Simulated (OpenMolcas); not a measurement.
Cr2+ with its 6 nearest oxide ions at 2.259 Å, on the Ca site of CaO (a = 4.8105 Å, distance in the model lattice 2.405 Å). The rest of the host is ab initio model potentials to 7.6 Å, with orthogonalisation functions on the cations behind the ligands, and point charges beyond; the distance is set by hand and nothing relaxes. Ligand basis ANO-RCC-VDZP.

* Program: OpenMolcas
* Method: SS-CASPT2, IPEA 0.25 Eh, imaginary shift 0.1 Eh (closed shells correlated: 3s 3p and the ligand valence shells)
* Basis: ANO-RCC-VTZP [6s5p3d2f1g]
* Scalar Hamiltonian: DKH2, point nucleus
* Active space: 4 electrons in 5 orbitals (3d)
* State averaging: 2S+1 = 5 even, 5 roots; 2S+1 = 3 even, 45 roots; 2S+1 = 1 even, 50 roots
* Spin-orbit coupling: RASSI with atomic mean-field integrals over the reference wave functions

**Question.** What is the spin-free ground state (labels of O, the rotations of Oh)?

**Answer.** 5E, 2-fold in its orbital part, 100 % from free-ion D terms; it has the highest spin that d4 allows.

**Question.** Where is the first state of the same spin?

**Answer.** 5T2 at 10600 cm-1 above the ground state.

**Question.** What are the lowest two levels with spin-orbit coupling?

**Answer.** A 1-fold level A1, then a 3-fold level T1 6 cm-1 above it. Their leading multiplicities are 5 (100 %) and 5 (100 %).

**Question.** What is χT at 300 K, and how does it compare with the textbook value?

**Answer.** The lowest level has 2S+1 = 5, for which the spin-only value is χT = S(S+1) / 2 = 3.000 cm3 K/mol (g = 2). The computed 2.967 at 300 K differs by -0.033, through orbital momentum, spin-orbit coupling and any other state in reach.

Roots that are degenerate in the reference are averaged as groups; the widest CASPT2 spread within a group is 1100 cm-1 (the 3-fold group of multiplicity 3 near 27000 cm-1 above the lowest state of its run). Shifts and gaps below about the spread of the groups concerned are not significant. Over all roots computed the reference weight is 0.69 to 0.71; a low but even weight reflects the number of correlated electrons. An orbital doublet at a regular site is open to a Jahn-Teller distortion, which this geometry leaves out. This shell can be high or low spin here, a state of another spin lies low, and with metal d orbitals alone active their balance is uncertain, so the ground spin may be wrong. Ligand-to-metal charge-transfer states are missing. These CASPT2 states fit no ligand-field parameters well, so their order and spin gaps are uncertain. With no ligand orbital active B as a rule stays too high, so bands that hang on it stand too high and its fall with covalency is understated. With one d shell and no ligand orbital active, 10Dq can be off by tens of per cent for divalent 3d ions, low with halides held by bare charges and at times high in hosts. Free-ion shares, where given, are those of the reference states; single-state CASPT2 does not remix them. No measured value stands beside these numbers; the geometry was set by hand and not optimised.
